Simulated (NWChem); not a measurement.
## Correlation energy of boron monoxide dimer (B2O2)

SMILES: O=BB=O
```xyz
4

O      0.0000     0.0000    -2.0254
B      0.0000     0.0000    -0.8262
B      0.0000     0.0000     0.8262
O      0.0000     0.0000     2.0254
```
Charge 0, spin multiplicity 1.

All runs are NWChem calculations. The geometry was optimised at PBE0/def2-SVP, a minimum by its harmonic frequencies. It is one conformer; others weren't searched.

Basis set: 3-21G. Each correlation energy counts from its own Hartree-Fock reference.

The correlated methods keep 4 core orbitals frozen. No row is a measurement; the coupled-cluster row has its own basis-set and correlation limits.

**Question.** For the correlation energy, MP2 gives -380.7 mHa and SCS-MP2 gives -367.0 mHa. What do CCSD, CCSD+T(CCSD), CCSD(T) give?

**Answer.** CCSD: -371.4 mHa; CCSD+T(CCSD): -392.3 mHa; CCSD(T): -387.7 mHa.
